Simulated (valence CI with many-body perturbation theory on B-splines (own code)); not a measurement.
## Level structure of Yb⁵⁵⁺

Level of theory: configuration interaction combined with many-body perturbation theory (CI+MBPT): five valence electrons over a frozen Dirac-Fock core [Ne], a basis of 11 s, 11 p, 10 d, 8 f, 5 g, 2 h functions for each j, with the one-electron correlation potential Σ1 (screened to all orders), the two-electron term Σ2, the three-electron term Σ3, Breit, model QED; selected single and double excitations, second order for the rest, scaled by the run's own slope (own B-spline code, finite nucleus).

The last digits are not significant, and no measured levels were compared; by estimate large intervals hold to a few tenths of a per cent, small ones and those within an open d or f shell to about a per cent. Among the levels kept, up to 3000 cm⁻¹ of a level comes from second order outside the variational space, and about a tenth of that is noise between levels of different J, which matters for small intervals.

Levels 136 to 166 of 166, with energies above the lowest level, (3s^2 3p1/2^2 3p3/2) J=3/2. "Leading %" is the weight of the configuration and term that name the level; weights of strongly mixed levels are sums over their largest components and can fall short. In the jj column 3d3/2^4 stands for four electrons in 3d with j = 3/2. Lifetimes count E1, E2, E3, M1 and M2 decay at the calculated energies, and are blank where another channel may lead or the interval is too uncertain; long ones can be off by a factor of two.

| No. | Configuration | Term | J | E (eV) | Leading % | Leading jj | g | Lifetime |
| --- | --- | --- | --- | --- | --- | --- | --- | --- |
| 136 | 3s3p²3d² | ⁴P | 1/2 | 1040.7 | 43 | 3s 3p1/2^2 3d5/2^2 (92 %) | 2.021 | 1.91 ps |
| 137 | 3s²3p3d² | ⁴G° | 9/2 | 1043.8 | 47 | 3s^2 3p3/2 3d3/2 3d5/2 (79 %) | 1.175 | 384 fs |
| 138 | 3s²3p3d² | ²H° | 11/2 | 1048.9 | 52 | 3s^2 3p3/2 3d3/2 3d5/2 (89 %) | 1.166 | 844 fs |
| 139 | 3s²3p3d² | ⁴F° | 7/2 | 1049.6 | 29 | 3s^2 3p3/2 3d3/2 3d5/2 (77 %) | 1.204 | 331 fs |
| 140 | 3s²3p3d² | ⁴D° | 5/2 | 1056.0 | 44 | 3s^2 3p3/2 3d3/2 3d5/2 (87 %) | 1.351 | 421 fs |
| 141 | 3s²3p3d² | ⁴D° | 3/2 | 1056.8 | 34 | 3s^2 3p3/2 3d3/2 3d5/2 (79 %) | 1.155 | 367 fs |
| 142 | 3s²3p3d² | ²F° | 5/2 | 1057.0 | 20 | 3s^2 3p3/2 3d3/2 3d5/2 (82 %) | 1.159 | 417 fs |
| 143 | 3s²3p3d² | ²G° | 7/2 | 1057.6 | 33 | 3s^2 3p3/2 3d3/2 3d5/2 (90 %) | 1.125 | 564 fs |
| 144 | 3s²3p3d² | ²S° | 1/2 | 1060.7 | 31 | 3s^2 3p3/2 3d3/2 3d5/2 (72 %) | 1.699 | 301 fs |
| 145 | 3s²3p3d² | ²G° | 7/2 | 1074.5 | 36 | 3s^2 3p3/2 3d3/2 3d5/2 (82 %) | 1.126 | 399 fs |
| 146 | 3p⁴3d | ⁴D | 3/2 | 1076.4 | 19 | 3p1/2^2 3p3/2^2 3d3/2 (52 %) | 1.016 | 2.28 ps |
| 147 | 3s²3p3d² | ²D° | 5/2 | 1080.3 | 32 | 3s^2 3p3/2 3d3/2 3d5/2 (75 %) | 1.157 | 306 fs |
| 148 | 3s²3p3d² | ²G° | 9/2 | 1082.0 | 71 | 3s^2 3p3/2 3d3/2 3d5/2 (90 %) | 1.078 | 445 fs |
| 149 | 3s²3p3d² | ²D° | 3/2 | 1084.7 | 37 | 3s^2 3p3/2 3d3/2 3d5/2 (82 %) | 0.931 | 371 fs |
| 150 | 3s²3p3d² | ⁴S° | 3/2 | 1087.9 | 28 | 3s^2 3p3/2 3d3/2 3d5/2 (79 %) | 1.354 | 294 fs |
| 151 | 3p⁴3d | ⁴D | 5/2 | 1089.5 | 19 | 3s 3p1/2 3p3/2 3d3/2^2 (47 %) | 1.095 | 1.54 ps |
| 152 | 3s3p²3d² | ⁶F | 1/2 | 1089.8 | 34 | 3s 3p1/2 3p3/2 3d3/2^2 (66 %) | 0.491 | 1.86 ps |
| 153 | 3s²3p3d² | ²F° | 5/2 | 1090.8 | 45 | 3s^2 3p3/2 3d3/2 3d5/2 (77 %) | 1.024 | 506 fs |
| 154 | 3s²3p3d² | ²P° | 1/2 | 1093.4 | 72 | 3s^2 3p3/2 3d3/2 3d5/2 (85 %) | 0.674 | 456 fs |
| 155 | 3s²3p3d² | ⁴G° | 11/2 | 1097.6 | 52 | 3s^2 3p3/2 3d5/2^2 (90 %) | 1.176 | 4.16 ps |
| 156 | 3p⁴3d | ²F | 7/2 | 1098.8 | 25 | 3p1/2^2 3p3/2^2 3d3/2 (78 %) | 1.083 | 655 fs |
| 157 | 3s3p²3d² | ⁶F | 3/2 | 1101.7 | 28 | 3s 3p1/2 3p3/2 3d3/2^2 (65 %) | 0.894 | 902 fs |
| 158 | 3s²3p3d² | ²D° | 5/2 | 1103.0 | 34 | 3s^2 3p3/2 3d5/2^2 (79 %) | 1.163 | 2.36 ps |
| 159 | 3s3p²3d² | ⁶F | 1/2 | 1103.0 | 28 | 3p1/2^2 3p3/2^2 3d3/2 (49 %) | 0.763 | 801 fs |
| 160 | 3s3p²3d² | ⁶G | 5/2 | 1105.3 | 20 | 3s 3p1/2 3p3/2 3d3/2^2 (52 %) | 1.073 | 687 fs |
| 161 | 3s²3p3d² | ²F° | 7/2 | 1106.2 | 48 | 3s^2 3p3/2 3d5/2^2 (93 %) | 1.218 | 4.02 ps |
| 162 | 3s3p²3d² | ⁶G | 7/2 | 1107.1 | 27 | 3s 3p1/2 3p3/2 3d3/2^2 (88 %) | 1.080 | 2.36 ps |
| 163 | 3s²3p3d² | ⁴F° | 9/2 | 1111.6 | 48 | 3s^2 3p3/2 3d5/2^2 (93 %) | 1.206 | 1.78 ps |
| 164 | 3p⁴3d | ²D | 3/2 | 1115.1 | 43 | 3p1/2^2 3p3/2^2 3d3/2 (74 %) | 0.888 | 727 fs |
| 165 | 3s3p²3d² | ²G | 9/2 | 1118.6 | 22 | 3s 3p1/2 3p3/2 3d3/2^2 (90 %) | 1.140 | 2.55 ps |
| 166 | 3s²3p3d² | ²P° | 1/2 | 1125.0 | 68 | 3s^2 3p3/2 3d5/2^2 (86 %) | 0.896 | 1.33 ps |

Where two levels of one J and parity lie close, their mixing, g and order are uncertain.
